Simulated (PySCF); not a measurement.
## How methods differ on the ionisation energy of Ir⁺

Ir⁺ [Xe] 4f14 5d7 6s1 (5F) → Ir²⁺ [Xe] 4f14 5d7 (4F), as a difference of total energies. Calculation: PySCF 2.14, in aug-cc-pVTZ-PP with ECP60MDF (6s6p5d3f2g, 88 functions); a scalar-relativistic core potential. Correlated levels: valence: 5s2 5p6 frozen. The calculations carry no spin-orbit coupling.

```csv
method,ionisation energy (eV)
UHF,16.344
MP2 (valence),17.396
SCS-MP2 (valence),17.065
CCSD (valence),17.287
CCSD(T) (valence),17.340
```

Problem. How much does correlation contribute at CCSD(T) (valence)?

Solution. 17.340 − (16.344) = 0.996 eV, measured against UHF.

The reference lies between the lowest fine-structure levels, while these numbers refer to the centres of the terms.

Errors of the correlated levels include the incompleteness of this basis and the frozen core.

For comparison: 17 ± 0.3 eV (semi-empirical (NIST evaluation); NIST Atomic Spectra Database, ionization energies).
